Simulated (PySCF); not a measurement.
# Structure revision by computed shifts

A compound C7H13N gives the data below (simulated from a calculation) and was assigned the structure `C1CC2CCCN2C1`.

$^{13}$C{$^{1}$H} NMR (computed): δ 62.8 (CH), 59.4 (CH), 40.5 (CH2), 36.0 (CH), 34.3 (CH2), 26.6 (CH2), 18.6 (CH3).

$^{1}$H NMR (300 MHz, computed): δ 3.18 (m, 1H), 2.99 (m, 1H), 1.89 (m, 1H), 1.81 (m, 1H), 1.67 (m, 1H), 1.22 (m, 1H), 1.14 (m, 1H), 1.03 (m, 1H), 0.88 (d, 3H), 0.26 (m, 1H), 0.21 (br s, 1H).

Computed data (PySCF 2.14): PBE0-D3(BJ)/def2-SVP geometry, shielding tensors at PBE0/pcSseg-1 (GIAO). Isolated molecule, equivalent nuclei averaged, one computed conformer, non-relativistic.

References, each an isolated molecule treated in the same way: $^{1}$H (σref 31.27) and $^{13}$C (σref 184.41) vs TMS.

Q: Compare with the shifts computed for the proposed structure, pairing carbons in order of shift.

A: Atoms are numbered as in `[CH2:1]1[CH2:2][CH:3]2[CH2:4][CH2:5][CH2:6][N:7]2[CH2:8]1` (H(Xn): hydrogen on atom n).

```json
{"atom": "C3", "computed for proposal": "65.5", "given list": "62.8", "difference": "+2.7"}
{"atom": "C6", "computed for proposal": "57.0", "given list": "59.4", "difference": "-2.4"}
{"atom": "C8", "computed for proposal": "57.0", "given list": "40.5", "difference": "+16.5"}
{"atom": "C2", "computed for proposal": "34.7", "given list": "36.0", "difference": "-1.3"}
{"atom": "C4", "computed for proposal": "34.7", "given list": "34.3", "difference": "+0.4"}
{"atom": "C1", "computed for proposal": "26.3", "given list": "26.6", "difference": "-0.3"}
{"atom": "C5", "computed for proposal": "26.3", "given list": "18.6", "difference": "+7.7"}
```

The rms difference is 7.0 ppm and the largest +16.5 ppm at C8 (sp3 CH2 bonded to N). The proposal also would give 4 carbon signals, not 7. The carbon types in order of shift don't match either: CH, CH2, CH2, CH2, CH2, CH2, CH2 for the proposal against CH, CH, CH2, CH, CH2, CH2, CH3 in the data. The proposal doesn't fit.

Q: Which isomer fits?

A: SMILES C[C@@H]1C[C@@H]2CC[C@H]1N2.

Carbon types of the structure: 3 × CH, 3 × CH2, 1 × CH3, leaving 1 H on heteroatoms. δC 62.8, 59.4: sp3 CH bonded to N; pulled downfield by the heteroatom. δC 40.5, 34.3, 26.6: sp3 CH2 in a ring; a saturated carbon with 2 carbon neighbours and no heteroatom attached. δC 18.6: methyl carbon; saturated and bonded to C and H only. δH 0.88: hydrogen on a methyl carbon; far from electronegative atoms and π systems.

This is the structure that produced the data.

OH/NH shifts are gas-phase values; hydrogen bonding in solution moves them, usually downfield. Shifts are as computed. Against solution values, carbons near 30 ppm lie about +2 ppm off and those near 130 ppm about +5 ppm. Of 1211 compounds with measured shifts, 218 miss one by over three times the rms of a fit or turn the order of signals round; such compounds aren't used in these exercises. No couplings were computed; multiplicities are counted from neighbouring protons, with m where these are inequivalent, close in shift, in a saturated or five-membered ring or joined by F or P, and br s for small geminal =CH2 splittings.
